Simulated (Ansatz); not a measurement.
**HCl ··· BF3**

The pair of HCl (SMILES Cl, atoms 1–2) and BF3 (SMILES FB(F)F, atoms 3–6), both closed shells, in one local arrangement (a lower one may exist), relaxed at PBE0-D4/def2-TZVP:

```xyz
6
angstrom
Cl -0.8983 0.1065 -1.8858
H 0.1362 -0.5746 -2.2110
F -0.8750 -0.4897 1.4917
B 0.1806 0.1192 1.0077
F 1.1875 -0.5878 0.5409
F 0.2689 1.4266 1.0564
```

Computed with Ansatz 0.2.0 (basis: def2-TZVPPD, with def2-QZVPPD for the basis limit); correlated methods freeze the cores. B3LYP uses VWN-RPA correlation. Extrapolation: Hartree–Fock as exp(−7.88 √X), correlation as X^−2.97. Interaction energies count from these two fragments, frozen as in the pair, with the counterpoise correction; negative means bound.

(1) What is the interaction energy by CCSD(T) at an estimated basis limit (MP2 extrapolated from triple and quadruple zeta, plus CCSD(T) − MP2 in triple zeta)? (To be estimated.)

(2) Which atoms make the shortest contact between the fragments?

No T1 diagnostic of these runs exceeds 0.013.

Answers

(1) Computed: -9.7 kJ/mol. Hartree–Fock alone gives -1.9 kJ/mol at the basis limit. It counts from the two fragments frozen as in the pair.

The same quantity by other methods in triple zeta, and each one's difference from that estimate:
```csv
method,E_int (kJ/mol),difference
PBE-D4,-10.4,-0.6
revPBE-D4,-9.4,0.4
BLYP-D4,-9.3,0.4
r2SCAN-D4,-11.9,-2.2
B97M-V,-11.1,-1.3
PBE0-D4,-10.3,-0.6
B3LYP-D4,-10.2,-0.4
HSE06-D4,-10.2,-0.5
wB97X-V,-10.5,-0.7
wB97M-V,-10.8,-1.1
B2PLYP,-5.6,4.1
HF,-1.8,8.0
MP2,-8.2,1.6
CCSD,-7.1,2.6
CCSD(T),-8.1,1.6
```
Differences are method less estimate.

(2) H2 and F5, 2.95 Å apart.

Basis-set superposition shift (counterpoise-corrected less uncorrected): CCSD(T) 2.5; MP2 2.3; HF 0.3; PBE0-D4 0.3; wB97M-V 0.3 kJ/mol.

For scale, one of the runs: CCSD(T)/def2-TZVPPD, 225 basis functions, launched by `ansatz run in.yaml --threads 4 --pin off --events-out ev --progress --plain --max-ram 9574MiB`. Hardware: 4 CPU threads of an Arm Neoverse V2, shared host. Wall time 84 s; peak host memory 3.9 GiB.
